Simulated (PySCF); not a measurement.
CH₄Cl₂OSn, SMILES C[O][SnH]([Cl])[Cl].

Coordinates come from a B3LYP-D3(BJ)/def2-SVP optimisation. The def2 effective core potentials stand for the cores of Sn; spin–orbit coupling is left out. The values are those of a single conformer.

The numbers are results of IEF-PCM-PBE0/def2-SVP in PySCF, not measurements.

The values are the electrostatic part of the solvation free energy, E(continuum) − E(gas) at the gas-phase geometry, in a cavity of scaled van der Waals radii (PySCF's table); cavitation and dispersion terms are not included. A continuum can't describe solvent molecules that bind to the metal. In vacuum the orbital gap is 6.21 eV. The dipole moment in vacuum is 1.24 D.

Computed values in water (ε = 78.36), acetonitrile (ε = 35.69), methanol (ε = 32.61):
```
solvent           ε  ΔG(elec) (kcal/mol)  dipole (D)  gap (eV)
------------  -----  -------------------  ----------  --------
water         78.36                 -4.5        1.74      6.28
acetonitrile  35.69                 -4.4        1.73      6.27
methanol      32.61                 -4.4        1.73      6.27
```
